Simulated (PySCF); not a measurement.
C2H11N3Si2.
SMILES with atom numbers: `[CH3:1][N:2]([CH3:3])[SiH:4]1[NH:5][SiH2:6][NH:7]1` (hydrogens: H8, H9, H10 on C1; H11, H12, H13 on C3; H14 on Si4; H15 on N5; H16, H17 on Si6; H18 on N7)

The same species was optimised twice, with GFN2-xTB and with PBE0-D3(BJ)/def2-SVP (PySCF), and the same property calculations (PySCF, gas phase) were run on both structures.

```csv
coordinate,GFN2-xTB,PBE0-D3(BJ)/def2-SVP,change
N2–Si4 (Å),1.707,1.721,+0.014
N5–Si6 (Å),1.734,1.744,+0.010
Si4–N7 (Å),1.744,1.752,+0.008
Si4–N5 (Å),1.744,1.748,+0.004
Si6–N7 (Å),1.738,1.741,+0.003
N2–C3 (Å),1.435,1.437,+0.002
C1–N2 (Å),1.440,1.440,0.000
N2–Si4–N5 (°),111.9,115.6,+3.7
N2–Si4–N7 (°),121.9,118.6,-3.3
C3–N2–Si4 (°),121.8,124.4,+2.6
N5–Si6–N7 (°),83.6,86.1,+2.5
N5–Si4–N7 (°),83.1,85.7,+2.6
Si4–N5–Si6 (°),96.2,94.1,-2.1
Si4–N7–Si6 (°),96.0,94.0,-2.0
C1–N2–C3 (°),113.2,114.8,+1.6
C1–N2–Si4–N5 (°),-36,-46,-10
```

Rotational constants: A = 4153, B = 1106, C = 1031 MHz (GFN2-xTB) against A = 4069, B = 1089, C = 1042 MHz (PBE0-D3(BJ)/def2-SVP). Point groups within 0.08 Å: C1 and C1.

On the GFN2-xTB structure: isotropic polarisability (au) 93.7 [CAM-B3LYP/def2-SVPD]; HOMO (eV) -7.75 [CAM-B3LYP/def2-SVPD]; LUMO (eV) 0.94 [CAM-B3LYP/def2-SVPD]; dipole (D) 0.57 [CAM-B3LYP/def2-SVPD]; HOMO (eV) -6.33 [PBE0/pcSseg-1]; LUMO (eV) 0.34 [PBE0/pcSseg-1]; dipole (D) 0.62 [PBE0/pcSseg-1]; GIAO shielding of C1/C3 (mean) (ppm) 149.1 [PBE0/pcSseg-1]; GIAO shielding of N2 (ppm) 213.6 [PBE0/pcSseg-1]; GIAO shielding of Si4 (ppm) 379.7 [PBE0/pcSseg-1]; GIAO shielding of N5/N7 (mean) (ppm) 237.7 [PBE0/pcSseg-1]; GIAO shielding of Si6 (ppm) 383.4 [PBE0/pcSseg-1].

Task: What do these properties become on the PBE0-D3(BJ)/def2-SVP structure?

Result: 
```csv
property,level,on GFN2-xTB,on PBE0-D3(BJ)/def2-SVP,change
isotropic polarisability (au),CAM-B3LYP/def2-SVPD,93.7,95.9,+2.2
HOMO (eV),CAM-B3LYP/def2-SVPD,-7.75,-7.71,+0.04
LUMO (eV),CAM-B3LYP/def2-SVPD,0.94,1.02,+0.08
dipole (D),CAM-B3LYP/def2-SVPD,0.57,0.89,+0.32
"energy, GFN2-xTB geometry as zero (kcal/mol)",CAM-B3LYP/def2-SVPD,0.0,-4.0,-4.0
HOMO (eV),PBE0/pcSseg-1,-6.33,-6.31,+0.02
LUMO (eV),PBE0/pcSseg-1,0.34,0.45,+0.11
dipole (D),PBE0/pcSseg-1,0.62,1.00,+0.38
"energy, GFN2-xTB geometry as zero (kcal/mol)",PBE0/pcSseg-1,0.0,-3.4,-3.4
GIAO shielding of C1/C3 (mean) (ppm),PBE0/pcSseg-1,149.1,147.6,-1.5
GIAO shielding of N2 (ppm),PBE0/pcSseg-1,213.6,212.7,-0.9
GIAO shielding of Si4 (ppm),PBE0/pcSseg-1,379.7,378.6,-1.1
GIAO shielding of N5/N7 (mean) (ppm),PBE0/pcSseg-1,237.7,237.6,-0.1
GIAO shielding of Si6 (ppm),PBE0/pcSseg-1,383.4,383.7,+0.3
```

The heavy atoms differ by 0.156 Å rms after alignment. Among bonds between heavy atoms N2–Si4 changes most (+0.014 Å). Changes are differences of the printed values. Neither structure is proved a minimum here.

Conformer computed: `[CH3:1][N:2]([CH3:3])[SiH:4]1[NH:5][SiH2:6][NH:7]1`: C1–N2–Si4–N5 -46°.
